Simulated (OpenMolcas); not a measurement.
## What dynamic correlation does to the levels of Au⁷⁺

* Program: OpenMolcas 26.06
* Basis: ANO-RCC-VQZP [9s8p6d4f2g1h]
* Scalar Hamiltonian: DKH2, point nucleus
* Active space: 10 electrons in 8 orbitals (RAS1 5p, at most 2 holes; RAS2 5d)
* State averaging: 2S+1 = 5 even, 5 roots; 2S+1 = 3 even, 45 roots; 2S+1 = 1 even, 50 roots
* Spin-orbit coupling: state interaction with AMFI integrals over the reference wave functions, term energies averaged over their components

Methods on the same reference wave functions:
A. RASSCF
B. SS-RASPT2, IPEA 0.25 Eh, imaginary shift 0.1 Eh (closed shells correlated: 5s)
C. MS-RASPT2, IPEA 0.25 Eh, imaginary shift 0.1 Eh (closed shells correlated: 5s)

Energies in cm⁻¹ above 5d⁴ ⁵D₁.

```
            Level       A       B       C
          5d⁴ ⁵D₁     0.0     0.0     0.0
          5d⁴ ⁵D₂    7181    7080    7040
          5d⁴ ⁵D₃   12091   11680   11650
   5d⁴ ³G₃ [60 %]   31344   28660   28690
5d⁴ ³F₂(1) [54 %]   31798   29560   29530
5d⁴ ³P₁(1) [67 %]   33802   32730   32360
   5d⁴ ³H₅ [74 %]   34978   31890   31760
   5d⁴ ³H₆ [66 %]   38807   35140   35020
   5d⁴ ³G₄ [65 %]   42077   39100   38880
   5d⁴ ³G₅ [74 %]   55366   52240   52110
          5d⁴ ³D₁   56168   53280   53300
   5d⁴ ¹I₆ [66 %]   58783   54460   54330
5d⁴ ¹S₀(1) [65 %]   63641   62040   61560
   5d⁴ ¹F₃ [53 %]   68769   64210   64160
5d⁴ ³F₃(2) [73 %]   81749   77000   76880
       5d⁴ ³P₁(2)   82146   77640   77500
5d⁴ ³P₀(2) [72 %]   86508   82100   81740
5d⁴ ¹G₄(2) [63 %]   87569   82120   81970
       5d⁴ ¹D₂(2)  106195   99110   99120
       5d⁴ ¹S₀(2)  131321  124690  124880
```

A puts 5d⁴ ⁵D₀ [54 %] lowest. B puts 5d⁴ ⁵D₀ [52 %] lowest. C puts 5d⁴ ⁵D₀ [53 %] lowest.

Between B and C the level of the table that moves most is 5d⁴ ¹S₀(1) [65 %], by 480 cm-1 (lowest in C, highest in B). Moves below CASPT2's spread within the term are not significant.

From A to B the spin-free energies of the other terms of 5d⁴ shown, above ⁵D, scale by factors of 0.85 to 0.96, as is usual when dynamic correlation screens the repulsion within a d or f shell.

The lowest spin-free term lies below A's lowest term by 0.266 hartree in B, 0.266 hartree in C.

CASPT2 does not keep the components of a term degenerate, so their means are used; among the terms shown or strongly mixed into the levels shown the widest spread is 1200 cm-1 (5d⁴ ¹I, C). Active for correlation alone: 5p; no level in the range computed is led by a configuration that opens it, so any true level of that kind is missing. The CASPT2 spread within a term exceeds the gap to the next term for 5d⁴ ³P(2) and 5d⁴ ³F(2), so the order of their levels is uncertain, and so are names and mixing where such terms share a J (figures for B; the like holds for C). Without dynamic correlation excited terms often stand tens of per cent too high (terms of higher spin than the ground term too low), and those without a measured partner can miss by more than the paired ones (holds for A). Levels of configurations outside the active space are missing. The table leaves out levels that lie high or whose names do not pair safely across all columns.

A share in square brackets marks a mixed level and gives the weight of the term that names it, the lowest over the columns. A number in round brackets counts repeated terms of one configuration in the order of the reference energies.
